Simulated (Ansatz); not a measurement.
Gas-phase electronic energies from Ansatz, PBE0-D4/def2-TZVP geometries. CBS: MP2 limit from def2 TZ/QZ plus the TZ coupled-cluster correction, frozen cores. This one scheme is used for every species. Double bonds are as drawn, so ΔE can hold a change between cis and trans. Functionals use def2-TZVPP. One conformer a species, not always the lowest.

`[SiH3]/C=C/C[SiH3]` + HCl → `[SiH3]/C=C\CCl` + SiH₄  (substitution at a C–Si bond)

Question: Is it downhill or uphill in electronic energy at CCSD(T)/CBS, and by how much? (An estimate is asked.)

Answer: The calculation gave: Uphill: ΔE = +15.6 kcal/mol.

Question: What do these levels give: r2SCAN-D4, SCS-MP2/def2-TZVPP, CCSD/def2-TZVPP, CCSD(T)/def2-TZVPP, MP2/def2-QZVPP, SCS-MP2/def2-QZVPP? (Best estimate.)

Answer: The calculation gave: r2SCAN-D4 15.7, SCS-MP2/def2-TZVPP 15.2, CCSD/def2-TZVPP 15.8, CCSD(T)/def2-TZVPP 15.7, MP2/def2-QZVPP 16.5, SCS-MP2/def2-QZVPP 15.3 kcal/mol.

Largest T1 diagnostic among the species: 0.012.

From PBE to PBE0 (25 % exact exchange), in def2-TZVPP and without D4, ΔE moves by +0.8 kcal/mol. In def2-TZVPP, CCSD(T) changes the Hartree–Fock value by +1.9 kcal/mol (the triples alone add −0.1 kcal/mol) and MP2 by +2.8 kcal/mol.
